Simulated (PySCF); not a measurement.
## CH5ClOSi

The system: CH5ClOSi, a small molecule; neutral, singlet. The structure, one conformer, was relaxed in the gas phase by PBE0-D3(BJ)/def2-SVP. No frequency run checks that it is a minimum.

SMILES: CO[SiH2]Cl

Coordinates in Å:
```
Si1     1.545    0.359   -0.381
O2      0.280   -0.696   -0.491
C3     -1.055   -0.375   -0.209
Cl4     3.221   -0.664   -0.983
H5      1.750    0.814    1.023
H6      1.346    1.526   -1.286
H7     -1.203   -0.119    0.856
H8     -1.418    0.472   -0.821
H9     -1.682   -1.250   -0.438
```

Shieldings: GIAO PBE0/pcSseg-2. Shifts are against computed references at the same level: C TMS (σ 184.1 ppm), H TMS (σ 31.24 ppm), Si TMS (σ 341.3 ppm). Core levels by delta-SCF with SCAN, pcX-2 on the ionised atom and pcseg-1 elsewhere, spin-free X2C (2p3/2 is the spin-free 2p value less a third of a first-order spin-orbit splitting); from the vacuum level, for chosen atoms.

Q: Give the NMR and core-level values of the distinct atoms.

A: 
```csv
atoms,bonded to,σ (ppm),δ (ppm),core level (eV)
Si1,1 Cl + 1 O + 2 H,352.4,-11.1,2p3/2 108.38
O2,1 C + 1 Si,308.1,-,1s 538.54
C3,1 O + 3 H,131.1,53.0,1s 292.85
Cl4,1 Si,921.7,-,2p3/2 206.12
H5,1 Si,25.82,5.43,-
H6,1 Si,25.83,5.41,-
H7 H8 H9,1 C,27.63,3.62,-
```

Values are those of this one static structure, with the three H of a rotating XH3 group averaged; atoms that internal rotation interchanges would show their mean in an NMR spectrum.

Q: By CAM-B3LYP/def2-SVPD (TDDFT singlets, Tamm-Dancoff triplets, ionisation by delta-SCF), where does absorption start, and what does vertical ionisation take?

A: The lowest singlet lies at 7.29 eV (f 0.010), the strongest of the first 6 at 8.30 eV (f 0.071), the lowest triplet at 6.97 eV; vertical ionisation takes 10.82 eV.
